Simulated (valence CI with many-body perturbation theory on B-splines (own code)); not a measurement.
**Level structure of Rh XIV**

Level of theory: relativistic CI+MBPT: four valence electrons over a frozen Dirac-Fock core [Ar] 3d10, a basis of 11 s, 11 p, 10 d, 8 f, 5 g, 2 h functions for each j, with the one-electron correlation potential Σ1, the two-electron term Σ2, the three-electron term Σ3, Breit, model QED; selected CI, second order for the rest, scaled by the run's own slope (own B-spline code, finite nucleus).

No measured levels were compared; by estimate levels hold to about 250 cm⁻¹ or 0.2 % of their energy and the worst to 1 %, as in measured heavy ions of charge 2 to 7; those with d or f electrons hold less well. Among the levels kept, up to 600 cm⁻¹ of a level comes from second order outside the variational space, and about a tenth of that is noise between levels of different J, which matters for small intervals.

Levels 91 to 135 of 176, with energies above the lowest level, 4s²4p² ³P_0. "Leading %" is the weight of the configuration and term that name the level; weights of strongly mixed levels are sums over their largest components and can fall short, so below about 35 % the name and the second component can differ from the true leading terms, or belong to a minority configuration. Lifetimes count E1, E2, E3, M1 and M2 decay at the calculated energies, and are blank where another channel may lead or the interval is too uncertain; long ones can be off by a factor of two.

```csv
No.,Configuration,Term,J,E (cm⁻¹),Leading %,Lifetime,Second component
91,4s²4p4f,³F,2,989260,46,8.66 ps,25 % 4s²4d² ³F
92,4s²4p4f,³G,3,997100,36,7.57 ps,17 % 4s²4p4f ³F
93,4s²4p4f,³F,4,1007900,26,20.1 ps,21 % 4s²4d² ³F
94,4s²4p5s,³P°,0,1014300,97,6.21 ps,
95,4s²4p5s,³P°,1,1016600,71,5.12 ps,26 % 4s²4p5s ¹P°
96,4s²4p4f,³G,4,1018700,62,8.94 ps,15 % 4s²4d² ³F
97,4s²4p4f,³D,3,1025400,38,6.16 ps,23 % 4s²4d² ³F
98,4s²4p4f,³G,5,1028400,94,8.65 ps,
99,4s²4d²,¹D,2,1031800,25,5.78 ps,21 % 4s²4p4f ¹D
100,4s²4p4f,³D,2,1044300,41,5.16 ps,22 % 4s²4d² ¹D
101,4s²4p4f,¹F,3,1048900,41,5.31 ps,24 % 4s²4p4f ³D
102,4s²4d²,³P,0,1052400,85,4.71 ps,9 % 4s4p²4d ³P
103,4s²4d²,³P,1,1054700,78,4.99 ps,9 % 4s²4p4f ³D
104,4s²4p4f,³D,1,1056300,76,6.30 ps,8 % 4s²4d² ³P
105,4s²4d²,³P,2,1059000,81,5.10 ps,9 % 4s4p²4d ³P
106,4s²4p5s,³P°,2,1059200,97,6.39 ps,
107,4s²4d²,³F,2,1064100,29,4.17 ps,28 % 4s²4p4f ³F
108,4s²4p5s,¹P°,1,1064400,71,3.86 ps,26 % 4s²4p5s ³P°
109,4s²4d²,³F,3,1067700,38,3.97 ps,36 % 4s²4p4f ³F
110,4s²4d²,³F,4,1068200,47,3.92 ps,34 % 4s²4p4f ³F
111,4p³4d,³F°,2,1070900,41,50.1 ps,15 % 4p³4d ⁵D°
112,4p³4d,⁵D°,3,1074900,38,36.1 ps,24 % 4p³4d ³F°
113,4p³4d,⁵D°,0,1077500,57,31.5 ps,18 % 4p³4d ¹S°
114,4p³4d,⁵D°,1,1081400,78,23.7 ps,10 % 4p³4d ³P°
115,4p³4d,⁵D°,4,1082900,60,32.0 ps,20 % 4p³4d ³F°
116,4p³4d,⁵D°,2,1086900,59,27.7 ps,22 % 4p³4d ³D°
117,4p³4d,¹S°,0,1095100,58,54.3 ps,29 % 4p³4d ⁵D°
118,4p³4d,³F°,2,1096500,38,53.6 ps,36 % 4p³4d ³D°
119,4p³4d,³G°,3,1097400,33,48.6 ps,20 % 4p³4d ⁵D°
120,4p³4d,³D°,1,1098100,79,50.1 ps,5 % 4p³4d ⁵D°
121,4p³4d,³F°,3,1100000,43,58.2 ps,12 % 4p³4d ³G°
122,4s²4p4f,¹D,2,1102900,49,4.86 ps,30 % 4s²4d² ¹D
123,4s²4d²,¹S,0,1103700,84,5.05 ps,9 % 4s4p²4d ¹S
124,4p³4d,³D°,3,1104200,35,47.2 ps,20 % 4p³4d ⁵D°
125,4p³4d,³G°,4,1107600,38,58.5 ps,30 % 4p³4d ³F°
126,4p³4d,³F°,4,1111600,52,78.3 ps,24 % 4p³4d ³G°
127,4s²4d²,¹G,4,1117900,47,3.48 ps,44 % 4s²4p4f ¹G
128,4p³4d,³G°,5,1118100,81,86.1 ps,11 % 4s4p4d² ³G°
129,4p³4d,¹G°,4,1118200,70,67.3 ps,8 % 4s4p²4f ¹G°
130,4s²4p5p,³D,1,1126900,65,12.7 ps,29 % 4s²4p5p ¹P
131,4p³4d,³D°,1,1136100,64,19.4 ps,15 % 4p³4d ¹P°
132,4p³4d,¹D°,2,1141400,49,37.3 ps,19 % 4p³4d ³F°
133,4s²4p5p,³P,0,1142600,82,13.1 ps,14 % 4s²4p5p ¹S
134,4p³4d,³P°,1,1145300,39,17.7 ps,28 % 4p³4d ¹P°
135,4s²4p5p,³P,1,1149500,44,13.3 ps,19 % 4s²4p5p ³S
```

Names give the largest LS component (configuration and term), which can be under half, so a name can repeat, a term be missing and a line seem to break the LS rules; names also repeat where a configuration has a term twice.

Where two levels of one J and parity lie close, their mixing, g and order are uncertain.
